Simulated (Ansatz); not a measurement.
**Equilibrium of C3H7Cl + InH2(OH) ⇌ C3H8O + InH2Cl at process temperatures**

Species: C3H7Cl (1-chloropropane) `CCCCl`, singlet; InH2(OH), singlet; C3H8O `CCCO`, singlet; InH2Cl `[Cl][InH2]`, singlet. The partners trade Cl for OH: C–Cl and In–OH bonds give way to C–OH and In–Cl.

The electronic reaction energy at CCSD(T)/def2-TZVPP is -62.3 kJ/mol. Shapes: PBE0-D4/def2-TZVP. Flexible molecules stand in one conformer, not always the lowest. Programs: Ansatz 0.2.0. Enthalpy and entropy come from rigid-rotor, harmonic-oscillator sums on unscaled PBE0-D4/def2-TZVP wavenumbers, ideal gases at 1 bar; R ln 2 is added for the mirror twin of the chiral shape of C3H7Cl, C3H8O. Symmetry numbers: C3H7Cl 1, InH2(OH) 1, C3H8O 1, InH2Cl 2. R = 8.3145 J/(mol K).

```
T (K)  ΔH (kJ/mol)  ΔS (J/(mol K))
  400        -58.5            -3.7
  600        -59.4            -5.5
  800            ?               ?
```

**Question.** Work out ln K at 400 and 600 K, and from these estimate it at 800 K.

**Answer.** 
1. 400 K: ΔG = -58.5 − 400 × (-3.7)/1000 = -57.0 kJ/mol; ln K = −ΔG/RT = +17.14.
2. 600 K: ΔG = -59.4 − 600 × (-5.5)/1000 = -56.1 kJ/mol; ln K = −ΔG/RT = +11.25.
3. Slope against 1000/T: (+11.25 − (+17.14))/(1.6667 − 2.5000) = +7.07, that is −ΔH/R with ΔH near -59 kJ/mol.
4. 800 K: ln K = +17.14 + (+7.07) × (1.2500 − 2.5000) = +8.30.

The full sums give ΔH = -60.1 kJ/mol, ΔS = -6.6 J/(mol K), ΔG = -54.8 kJ/mol and ln K = +8.24 at 800 K, so the line is off by +0.06 in ln K; without rounding the miss is +0.04, from the change of ΔH with temperature. The products are favoured over this whole range. An error of 10 kJ/mol in the energy moves ln K by 1.5 at 800 K. Soft modes are treated as harmonic, which can err either way at these temperatures; the lowest are those of C3H7Cl (137 cm⁻¹), C3H8O (134 cm⁻¹). Other conformers aren't counted. For atoms past krypton def2 sets carry core potentials with scalar relativity. Outer-core shells of In are correlated, in sets that cover them unevenly.
